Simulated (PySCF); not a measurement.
Species: CH₆O₃Si.
SMILES with atom numbers: `[CH3:1][Si:2]([OH:3])([OH:4])[OH:5]` (hydrogens: H6, H7, H8 on C1; H9 on O3; H10 on O4; H11 on O5)

Structure used (GFN2-xTB), in Å, numbered top down from 1:
```
atom  x, y, z in Å
C1     1.144   -0.311   -0.803
Si2   -0.375    0.101    0.260
O3    -1.748   -0.407   -0.455
O4    -0.504    1.707    0.501
O5    -0.281   -0.612    1.721
H6     1.007    0.006   -1.833
H7     2.037    0.182   -0.429
H8     1.344   -1.378   -0.816
H9    -1.993   -1.324   -0.380
H10   -0.878    2.247   -0.188
H11    0.253   -0.207    2.397
```

The calculation used PBE0/pcSseg-1 in PySCF (dipole) on a GFN2-xTB geometry, gas phase.

Take the most abundant isotopes and a rigid rotor. The values belong to one conformer with, in the numbering `[CH3:1][Si:2]([OH:3])([OH:4])[OH:5]`, C1–Si2–O3–H 81°, C1–Si2–O4–H 80°, C1–Si2–O5–H 81°.

**Question.** What are A, B and C (GHz)?

**Answer.** Ia = 127.95, Ib = 140.88, Ic = 141.01 u·Å²; 505379 MHz·u·Å²/I gives 3950, 3587 and 3584 MHz, that is A = 3.9499, B = 3.5872, C = 3.5840 GHz.

**Question.** What kind of rotor is it?

**Answer.** A prolate symmetric top, as the point group C3 requires two equal moments; the computed ones differ by 0.09 % because the geometry is symmetric only within the optimiser's tolerance. Ray's parameter κ = (2B − A − C)/(A − C) = -0.982; −1 is the prolate and +1 the oblate limit.

**Question.** Where do the R-branch lines fall?

**Answer.** The dipole of 1.08 D lies along the symmetry axis, so ΔK = 0 and J+1 ← J falls at 2B(J+1) for every K: 7.17 GHz, 14.34 GHz, 21.51 GHz, 28.68 GHz, 35.86 GHz for J = 0 to 4.

**Question.** Estimate the classical rotational partition function at 25 K, 50 K and 298.15 K.

**Answer.** Point group C3, symmetry number σ = 3; q = (√π/σ)·√((kT/h)³/(ABC)), k/h = 20836.6 MHz/K: 986 at 25 K, 2790 at 50 K, 40600 at 298.15 K.

Stationary, but not proved a minimum. Zero-point vibration and centrifugal distortion are left out.
